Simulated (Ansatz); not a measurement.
Basis-set series for `O/C=C(\F)[TeH]`. Charge 0, multiplicity 1. Te takes the def2 core potential. The structure was optimised at the PBE0-D4/def2-TZVP level. It is one conformer, not always the lowest.

```
functional       basis  functions  energy (Eh)  HOMO (eV)  LUMO (eV)
   PBE0-D4  def2-TZVPP        216   -520.91981      -6.59      -0.77
   PBE0-D4  def2-QZVPP        400   -520.93556      -6.62      -0.85
   ωB97M-V  def2-TZVPP        216   -521.06544      -8.73       1.09
   ωB97M-V  def2-QZVPP        400   -521.08076      -8.76       0.92
```

(1) Give the rows for def2-SVP. (An estimate is asked.)

## Answers

(1) Computed: 
| functional | basis | functions | energy (Eh) | HOMO (eV) | LUMO (eV) |
| --- | --- | --- | --- | --- | --- |
| PBE0-D4 | def2-SVP | 97 | -520.60521 | -6.47 | -0.60 |
| ωB97M-V | def2-SVP | 97 | -520.74218 | -8.58 | 1.39 |

Positive LUMOs are unbound and depend on the basis.
